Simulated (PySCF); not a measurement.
**CH11N3OSi3**

The system: CH11N3OSi3, a molecule; neutral, singlet. The structure, one conformer, was relaxed in the gas phase by PBE0-D3(BJ)/def2-SVP. No frequency run checks that it is a minimum.

SMILES: CO[SiH]1N[SiH2]N[SiH2]N1

```xyz
19

N    -0.190   -0.989    1.156
Si   -1.921   -1.069    1.248
N    -2.503    0.258    0.283
Si   -1.918    0.822   -1.254
N    -0.202    0.585   -1.190
Si    0.724    0.133    0.209
O     2.107   -0.657   -0.266
C     3.370   -0.080   -0.430
H     0.361   -1.731    1.579
H    -2.388   -2.414    0.782
H    -2.467   -0.867    2.627
H    -3.250    0.805    0.700
H    -2.368    2.246   -1.377
H    -2.449    0.091   -2.449
H     0.305    0.529   -2.069
H     1.170    1.330    0.984
H     3.561    0.173   -1.488
H     3.495    0.843    0.166
H     4.145   -0.796   -0.112
```
Atom numbers follow the order of the file, from 1.

Shieldings: GIAO PBE0/pcSseg-1. Shifts are against computed references at the same level: C TMS (σ 184.4 ppm), H TMS (σ 31.27 ppm), Si TMS (σ 352.0 ppm). Core levels by delta-SCF with SCAN, pcX-2 on the ionised atom and pcseg-1 elsewhere, spin-free X2C (2p3/2 is the spin-free 2p value less a third of a first-order spin-orbit splitting); from the vacuum level, for chosen atoms.

**Question.** Give the shieldings and core levels atom by atom.

**Answer.** 
```
      atoms        bonded to  σ (ppm)  δ (ppm)  core level (eV)
         N1       2 Si + 1 H    221.7        -        1s 403.86
        Si2        2 N + 2 H    385.3    -33.3     2p3/2 107.02
         N3       2 Si + 1 H    242.8        -                -
        Si4        2 N + 2 H    386.8    -34.8                -
         N5       2 Si + 1 H    221.2        -        1s 403.87
        Si6  2 N + 1 O + 1 H    377.6    -25.6     2p3/2 107.31
         O7       1 C + 1 Si    300.3        -        1s 537.87
         C8        1 O + 3 H    132.1     52.3                -
         H9              1 N    31.05     0.22                -
        H10             1 Si    25.87     5.40                -
        H11             1 Si    26.10     5.17                -
        H12              1 N    30.84     0.43                -
        H13             1 Si    26.07     5.20                -
        H14             1 Si    25.95     5.31                -
        H15              1 N    30.92     0.35                -
        H16             1 Si    26.20     5.06                -
H17 H18 H19              1 C    27.62     3.65                -
```

Values are those of this one static structure, with the three H of a rotating XH3 group averaged; atoms that internal rotation interchanges would show their mean in an NMR spectrum.

**Question.** Which of Si2, Si6 holds its core electrons tightest, and by how much against the loosest?

**Answer.** Si6 (bonded to 2 N + 1 O + 1 H), by 0.28 eV over Si2 (bonded to 2 N + 2 H).

**Question.** By CAM-B3LYP/def2-SVPD (TDDFT singlets, Tamm-Dancoff triplets, ionisation by delta-SCF), where does absorption start, and what does vertical ionisation take?

**Answer.** The lowest singlet lies at 6.55 eV (f 0.012), the strongest of the first 6 at 7.45 eV (f 0.032), the lowest triplet at 6.23 eV; vertical ionisation takes 9.28 eV.
